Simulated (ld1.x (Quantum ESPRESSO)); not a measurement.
## Ni (Z = 28): variants of one RRKJ potential

Base potential:

ld1.x (Quantum ESPRESSO) 7.5 input, shortened:

```
&input
   title='Ni', zed=28., rel=1, dft='REVPBE', iswitch=3,
   config='[Ar] 3d8 4s1.5 4p0.5'
 /
 &inputp
   pseudotype=2, tm=.false., rho0=0.005, lloc=0,
   nlcc=.true.
 /
3
3P  2  1   6.00   0.00  0.95  0.95  0.0
3D  3  2   8.00   0.00  1.00  1.00  0.0
3S  1  0   2.00   0.00  0.75  0.75  0.0
 &test
   configts(1)='3s2 3p6 3d8 4s1.5 4p0.5'
 /
```

Occupied shells without a wave of their own: 4p, 4s. They enter only through the test configuration that unscreens the potential, and ld1.x also counts them in the model core charge.

Cutoffs, loose and tight: the cutoffs (Ry, on a coarse ladder) from which the occupation-weighted sum of valence levels, in a spherical-Bessel basis at the reference potential, stays within 10 and 1 mRy of its value at 400 Ry. They do not see the model core or the augmentation charge, which bear on the density cutoff. Test errors are all-electron minus pseudo excitation energies from the reference, over the configurations 3s2 3p6 3d8 4s2 4p0; 3s2 3p6 3d8 4s1 4p0; 3s2 3p6 3d8 4s0 4p0; 3s2 3p6 3d8 4s0 4p2; 3s2 3p6 3d9 4s1 4p0; 3s2 3p6 3d6 4s0 4p0; 3s1 3p6 3d8 4s2 4p0. A dash means not determined; rows that change the core or the reference have their own tests.

With those shells counted twice in exchange and correlation these files are broken, and their errors move erratically; no question is asked of them.

A true bound ghost makes a file unfit for plane-wave use even where its test errors are small: the radial tests pick states by their node count and pass the ghost by.

The default core radius of the base comes out at 0.35 bohr.

```csv
change,outcome,"cutoff, loose","cutoff, tight",bound ghosts,largest test error (meV)
base,generated,230 Ry,over 300 Ry,none,-1350
wave 3p (bound): rc 0.95 bohr becomes 3p (bound): rc 1.36 bohr,generated,230 Ry,over 300 Ry,none,-1277
"core [Ar], valence charge 10; reference 3d8.5 4s1.5 4p0; waves now 4s (bound): rc 2.40 bohr; 4p (bound): rc 3.25 bohr; 3d (bound): rc 1.35 bohr; local potential all-electron potential smoothed inside 1.35 bohr (lloc = -1); core correction none",generated,100 Ry,160 Ry,s,-368
"all radii but the core radius scaled by about 0.88 (s 0.66, p 0.84, d 0.88 bohr)",generated,260 Ry,over 300 Ry,none,-1272
reference 3s2 3p6 3d8 4s2 4p0,generated,230 Ry,over 300 Ry,none,-1244
wave 3d (bound): rc 1.00 bohr becomes 3d (bound): rc 1.32 bohr,generated,230 Ry,over 300 Ry,none,-1253
"type PAW; waves now 3s (bound): rc 0.75 bohr; 4s (bound): rc 0.75 bohr; 3p (bound): rc 0.95 bohr; 4p (bound): rc 0.95 bohr; 3d (bound): rcut 0.85, rcutus 1.00 bohr; 3d channel at -0.1 Ry: rcut 0.85, rcutus 1.00 bohr; local potential all-electron potential smoothed inside 0.90 bohr (lloc = -1); augmentation PSQ, inside the norm-conserving radii; rho0 0",failed: invmat: error in DGETRF,–,–,–,–
local potential the d channel,generated,260 Ry,over 300 Ry,none,-981
core correction a·sin(br)/r model core inside 0.48 bohr,generated,230 Ry,over 300 Ry,none,-1351
functional PBE,generated,230 Ry,over 300 Ry,none,-1347
wave 3s (bound): rc 0.75 bohr becomes 3s (bound): rc 1.10 bohr,"generated, misses its reference levels by 0.62 eV",180 Ry,260 Ry,none,-4225
```
